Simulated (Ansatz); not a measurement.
`[NH2][In]([F])[SH]` + `C[O][K]` → `C[O][In]([NH2])[F]` + `[SH][K]`  (redistribution)

Calculated with Ansatz (gas phase, PBE0-D4/def2-TZVP geometries, no zero-point term in ΔE). CCSD(T)/CBS adds triple-zeta CCSD(T) − MP2 to the extrapolated MP2 energy (def2 sets, frozen cores). def2 core potentials past Kr. For In, K outer-core shells are correlated without core-valence functions, which leaves a few kJ/mol of doubt a bond. Scalar relativity is left out up to krypton. One conformer a species, not always the lowest.

`[NH2][In]([F])[SH]`:

Z-matrix (Å, degrees):
```
N
In 1 2.003
H 1 1.010 2 116.6
H 1 1.011 2 114.2 3 129.0
F 2 1.955 1 113.4 3 -154.3
S 2 2.356 1 133.2 3 33.0
H 6 1.345 2 91.3 1 174.1
```

`C[O][K]`:

Cartesian coordinates in Å:
```
C -0.038 -0.589 -0.127
O 0.047 0.741 0.160
K 0.187 2.913 0.630
H -1.068 -0.997 -0.040
H 0.287 -0.841 -1.160
H 0.585 -1.227 0.536
```

`C[O][In]([NH2])[F]`:

Cartesian coordinates in Å:
```
C 1.394 -1.506 -0.490
O 1.076 -0.134 -0.428
In -0.679 0.490 0.186
N -1.427 2.341 0.307
F -1.889 -1.017 0.490
H 0.514 -2.158 -0.523
H 2.000 -1.803 0.375
H 1.984 -1.688 -1.394
H -0.755 3.058 0.544
H -2.219 2.416 0.931
```

`[SH][K]`:

```xyz
3

S    -0.224   -0.921    0.320
K     0.624    1.749    0.690
H    -0.400   -0.828   -1.010
```

| level | ΔE (kcal/mol) |
| --- | --- |
| HF/def2-TZVPP | -0.5 |
| MP2/def2-TZVPP | 2.9 |

**Question.** What does CCSD(T)/CBS give? (Best estimate.)

**Answer.** Ansatz gave: +2.2 kcal/mol. The listed levels differ from it by -2.7, 0.7 kcal/mol.

Largest T1 diagnostic among the species: 0.016.

In def2-TZVPP, CCSD(T) changes the Hartree–Fock value by +2.3 kcal/mol (the triples alone add +0.1 kcal/mol) and MP2 by +3.4 kcal/mol.
